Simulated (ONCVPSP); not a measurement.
Varying the ONCV potential for lithium

Base potential:

```json
{
  "Element": "Li (Z = 3)",
  "Generator": "ONCVPSP 4.0.1",
  "Type": "optimised norm-conserving Vanderbilt (ONCV)",
  "Functional": "LDA (Perdew-Zunger)",
  "Relativity": "non-relativistic",
  "Frozen core": "none",
  "Valence charge": "3",
  "Reference configuration": "1s2 2s1",
  "Partial waves": "1s+2s: rc 1.25 bohr, ncon 4, nbas 8, qcut 10.4 1/bohr, 2 projectors; p scattering state at 0.18 Ha: rc 1.30 bohr, ncon 5, nbas 8, qcut 6.9 1/bohr, 3 projectors, debl 2 Ha; d scattering state at 0.09 Ha: rc 1.35 bohr, ncon 4, nbas 7, qcut 7.4 1/bohr, 2 projectors, debl 0.8 Ha",
  "Local potential": "polynomial inside 1.20 bohr (lpopt 5, dvloc0 0 Ha)",
  "Core correction": "none"
}
```

Cutoffs, loose and tight: the cutoffs (Ha) at which the residual kinetic energy of the hardest occupied pseudo-wave falls to 1 and 0.1 mHa per electron. They do not see the model core or the augmentation charge, which bear on the density cutoff. Test errors are all-electron minus pseudo excitation energies from the reference, over the configurations 1s2 2s0; 1s2 2s0.5; 1s2 2s0 2p1; 1s1 2s1. A dash means not determined; rows that change the core or the reference have their own tests.

A true bound ghost makes a file unfit for plane-wave use even where its test errors are small: the radial tests pick states by their node count and pass the ghost by.

```json
{"change": "base", "outcome": "generated", "cutoff, loose": "36 Ha", "cutoff, tight": "43 Ha", "bound ghosts": "none", "GHOST(+) flags above zero": "none", "largest test error (meV)": "+985"}
{"change": "p: qcut 4.2", "outcome": "generated", "cutoff, loose": "36 Ha", "cutoff, tight": "43 Ha", "bound ghosts": "p", "GHOST(+) flags above zero": "none", "largest test error (meV)": "+985"}
{"change": "p: qcut 4.8", "outcome": "generated", "cutoff, loose": "36 Ha", "cutoff, tight": "43 Ha", "bound ghosts": "p", "GHOST(+) flags above zero": "none", "largest test error (meV)": "+985"}
{"change": "p: qcut 5.9", "outcome": "generated", "cutoff, loose": "36 Ha", "cutoff, tight": "43 Ha", "bound ghosts": "none", "GHOST(+) flags above zero": "p", "largest test error (meV)": "+985"}
{"change": "p: qcut 6.3", "outcome": "generated", "cutoff, loose": "36 Ha", "cutoff, tight": "43 Ha", "bound ghosts": "none", "GHOST(+) flags above zero": "p", "largest test error (meV)": "+985"}
{"change": "p: qcut 7.1", "outcome": "generated", "cutoff, loose": "36 Ha", "cutoff, tight": "43 Ha", "bound ghosts": "none", "GHOST(+) flags above zero": "none", "largest test error (meV)": "+985"}
{"change": "p: qcut 8.2", "outcome": "generated", "cutoff, loose": "36 Ha", "cutoff, tight": "43 Ha", "bound ghosts": "none", "GHOST(+) flags above zero": "none", "largest test error (meV)": "+985"}
{"change": "p: qcut 8.9", "outcome": "generated", "cutoff, loose": "36 Ha", "cutoff, tight": "43 Ha", "bound ghosts": "none", "GHOST(+) flags above zero": "none", "largest test error (meV)": "+985"}
{"change": "p: qcut 9.7", "outcome": "generated", "cutoff, loose": "36 Ha", "cutoff, tight": "43 Ha", "bound ghosts": "none", "GHOST(+) flags above zero": "none", "largest test error (meV)": "+985"}
{"change": "p: qcut 10.3", "outcome": "generated", "cutoff, loose": "36 Ha", "cutoff, tight": "43 Ha", "bound ghosts": "none", "GHOST(+) flags above zero": "none", "largest test error (meV)": "+985"}
```

Reading the sweep of the qcut of the p channel (base included, trends over the rows without a ghost): The loose cutoff stays near 36 Ha. The median size of the test errors (rows with all tests solved) stays near 0.4 meV. Bound ghosts are found at 4.2, 4.8 1/bohr.
